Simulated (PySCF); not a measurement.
FH4N2OTa, SMILES [NH2][Ta]([NH2])(=[O])[F], multiplicity 1. Atoms are numbered in the order given.

```xyz
9

Ta     0.0333    -0.0250     0.0000
O      1.7418     0.1570     0.0000
F     -0.5214    -1.8473     0.0000
N     -0.6069     0.8876    -1.6348
H     -1.5809     1.0224    -1.8962
H     -0.0079     1.3605    -2.3063
N     -0.6069     0.8876     1.6348
H     -0.0079     1.3605     2.3063
H     -1.5809     1.0224     1.8962
```
Charge 0, spin multiplicity 1.

Coordinates come from a PBE0-D3(BJ)/def2-SVP optimisation. The multiplicity is an assumed one; no other spin state was optimised. The structure was generated by enumeration; whether it is a known compound was not checked. The def2 effective core potentials stand for the cores of Ta; spin–orbit coupling is left out. One conformer was computed; it need not be the lowest.

Computed with PySCF with ωB97X/def2-TZVP.

The molecule is in vacuum.

| Quantity | Result |
|---|---|
| total energy | -344.29962 hartree |
| point group | Cs |
| highest occupied level | -10.28 eV |
| lowest empty level | 1.47 eV |
| orbital gap | 11.75 eV |
| dipole moment | 0.905 e·Å |
| quadrupole, principal values (traceless, Buckingham form, about the centre of nuclear charge) | -9.24, -0.17, 9.41 D·Å |
| mean static polarisability | 53.8 bohr³ (7.97 Å³) |
| polarisability, principal values | 47.5, 54.8, 59.1 bohr³ |
